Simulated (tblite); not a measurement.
C7H12SSi.
Geometry (GFN2-xTB, Å), atoms numbered from 1 in this order:
```
atom  x, y, z in Å
C1    -0.793    2.650   -0.501
C2    -0.745    1.487   -0.219
C3    -0.679    0.082    0.124
Si4   -2.485   -0.591    0.151
C5     0.153   -0.671   -0.926
C6     1.595   -0.170   -1.008
C7     2.348   -0.397    0.292
S8     1.623    0.594    1.635
C9    -0.066   -0.081    1.512
H10   -0.831    3.669   -0.745
H11   -2.429   -2.012    0.504
H12   -3.242    0.158    1.150
H13   -3.050   -0.420   -1.186
H14   -0.317   -0.553   -1.906
H15    0.156   -1.738   -0.682
H16    1.592    0.898   -1.237
H17    2.115   -0.692   -1.815
H18    2.319   -1.446    0.593
H19    3.385   -0.075    0.213
H20   -0.641    0.460    2.262
H21   -0.017   -1.136    1.789
```

Computed values, GFN2-xTB/tblite, gas phase, harmonic and unscaled. This tight-binding method is rough: wavenumbers can miss measured ones by several per cent, in bad cases by 10 to 20. Modes of hydrogen on silicon can be 10 to 20 % off. One conformer, not necessarily the lowest.

Harmonic wavenumbers (cm⁻¹): 92.7, 113.6, 122.5, 128.2, 176.5, 201.5, 257.6, 296.5, 324.2, 351.1, 394.7, 461.4, 481.8, 544.4, 546.1, 620.3, 668.3, 682.2, 708.2, 728.8, 767.1, 772.3, 787.0, 832.0, 859.9, 903.5, 946.9, 970.3, 1010.1, 1070.5, 1079.9, 1110.5, 1161.9, 1186.0, 1220.4, 1244.9, 1266.7, 1269.9, 1340.3, 1345.4, 1440.1, 1447.2, 1471.6, 1486.1, 2259.2, 2277.5, 2294.6, 2301.5, 2943.3, 2947.3, 2950.3, 2955.7, 2972.0, 2989.3, 3001.2, 3008.1, 3397.0.

A = 1724, B = 880.5, C = 848.6 MHz; mass 156.043 u (most abundant isotopes); point group C1, symmetry number 1.

Zero-point energy?

Half the sum of the wavenumbers: 35594 cm⁻¹ = 425.80 kJ/mol.

Entropy at 200 K, 1 bar (ideal gas, RRHO, classical rotation)?

Translation 163.54, rotation 120.13, vibration 76.30: S = 360.0 J/(mol K).

And Cp and H(200 K) − H(0)?

Cp = 133.04 J/(mol K), of which vibrations give 99.78 (their classical limit is 57 R = 473.9); H(200 K) − H(0) = 15.84 kJ/mol without the zero-point energy, 9.18 from vibrations.

How do the functions run with temperature in this model?

```json
{"T (K)": "50", "S (J/(mol K))": "243.9", "Cp (J/(mol K))": "50.6", "H − H(0) (kJ/mol)": "1.91", "G − H(0) (kJ/mol)": "-10.29", "ln q(vib)": "0.18"}
{"T (K)": "100", "S (J/(mol K))": "288.3", "Cp (J/(mol K))": "79.9", "H − H(0) (kJ/mol)": "5.19", "G − H(0) (kJ/mol)": "-23.64", "ln q(vib)": "1.08"}
{"T (K)": "298.15", "S (J/(mol K))": "423.0", "Cp (J/(mol K))": "185.6", "H − H(0) (kJ/mol)": "31.49", "G − H(0) (kJ/mol)": "-94.61", "ln q(vib)": "6.45"}
{"T (K)": "373.15", "S (J/(mol K))": "468.6", "Cp (J/(mol K))": "222.3", "H − H(0) (kJ/mol)": "46.81", "G − H(0) (kJ/mol)": "-128.06", "ln q(vib)": "8.66"}
{"T (K)": "500", "S (J/(mol K))": "541.1", "Cp (J/(mol K))": "273.4", "H − H(0) (kJ/mol)": "78.40", "G − H(0) (kJ/mol)": "-192.17", "ln q(vib)": "12.44"}
{"T (K)": "750", "S (J/(mol K))": "666.2", "Cp (J/(mol K))": "342.9", "H − H(0) (kJ/mol)": "156.12", "G − H(0) (kJ/mol)": "-343.56", "ln q(vib)": "19.69"}
{"T (K)": "1000", "S (J/(mol K))": "771.5", "Cp (J/(mol K))": "387.9", "H − H(0) (kJ/mol)": "247.84", "G − H(0) (kJ/mol)": "-523.64", "ln q(vib)": "26.42"}
```

q(vib) and H(0) count from the zero-point level.

What must be added to the electronic energy to get the Gibbs energy at 200 K and 1 bar?

ZPE + [H(200 K) − H(0)] − T·S = 425.80 + 15.84 − 71.99 = 369.65 kJ/mol.

Hindered rotation and anharmonicity are outside this model. Other conformers, if any are populated, would add a mixing term that is left out. The structure is chiral; the term R ln 2 for an equal mix with its mirror image is left out.
